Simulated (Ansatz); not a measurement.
Saddle point of Si4NH12F, singlet (Si₄H₉F ([F][Si]([SiH3])([SiH3])[SiH3]) + NH₃ → Si₃NH₈F ([NH2][Si]([F])([SiH3])[SiH3]) + SiH₄; bonds formed: Si1–N7, Si2–H6; bonds broken: Si1–Si2, H6–N7), PBE0-D4/def2-TZVP structure:

```
18
angstrom
Si -1.1453 -0.2686 0.3095
Si 1.9676 0.1592 -0.5466
Si -1.2788 1.0812 -1.5974
Si -0.0163 0.4679 2.2145
F -2.6466 -0.7212 0.7241
H 0.6036 -1.2959 -0.3426
N -0.4223 -1.8955 -0.1629
H 1.7567 1.6053 -0.8913
H 2.9897 0.2021 0.5523
H 2.7243 -0.3690 -1.7360
H -0.7396 2.4246 -1.2806
H -0.5467 0.4699 -2.7376
H -2.7151 1.2100 -1.9776
H -1.0110 0.8497 3.2586
H 0.8063 -0.6514 2.7471
H 0.8281 1.6432 1.8966
H -0.3689 -2.5878 0.5773
H -0.7855 -2.3236 -1.0076
```

Energies are electronic, without zero-point energy. Barriers and step energies count from the start structure reached by relaxing down the imaginary mode; all methods use the PBE0-D4 structures, on which another method's saddle can fall below an end. Computed with Ansatz 0.2.0 (basis: def2-TZVPP, with def2-QZVPP for the basis limit); correlated methods freeze the cores. B3LYP uses VWN-RPA correlation. Extrapolation: Hartree–Fock as exp(−7.88 √X), correlation as X^−2.97.

```tsv
method	barrier (eV)	step energy (eV)
SPW92	?	-0.318
PBE-D4	1.231	-0.297
BLYP-D4	?	-0.442
r2SCAN-D4	?	-0.413
B97M-V	1.568	-0.391
PBE0-D4	1.361	-0.354
B3LYP-D4	1.476	-0.483
r2SCAN0-D4	1.448	-0.445
BHLYP-D4	1.643	-0.537
CAM-B3LYP-D4	1.545	-0.574
wB97X-V	1.593	-0.497
wB97M-V	1.471	-0.513
B2PLYP	1.598	-0.558
PBE-QIDH	1.501	-0.459
RPA on PBE	1.593	-0.516
HF	2.141	-0.759
MP2	1.537	-0.542
CCSD	1.686	-0.539
CCSD(T)	1.584	-0.499
```

Question: Fill in the withheld barriers. (Judge from chemistry; the value comes from the calculation.)

Answer: By the calculation: SPW92 0.921; r2SCAN-D4 1.372; BLYP-D4 1.371 eV. Each is the energy of the saddle less that of the start structure, by the same method.

For comparison, the barrier by CCSD(T) at an estimated basis limit (MP2 extrapolated from triple and quadruple zeta, plus CCSD(T) − MP2 in triple zeta) is 1.565 eV.

No T1 diagnostic of these runs exceeds 0.014.

Labels in which every atom is bracketed show which atoms are joined, not bond orders.

For scale, one of the runs: CCSD(T)/def2-TZVPP, 398 basis functions, launched by `ansatz run in.yaml --threads 4 --pin off --events-out ev --progress --plain --max-ram 66560MiB --backend cuda --devices 0, --max-vram 37GiB`. Hardware: 4 CPU threads of an AMD EPYC 7R13 and a share of one NVIDIA H100, shared host. Wall time 18 s; peak host memory 1.6 GiB.
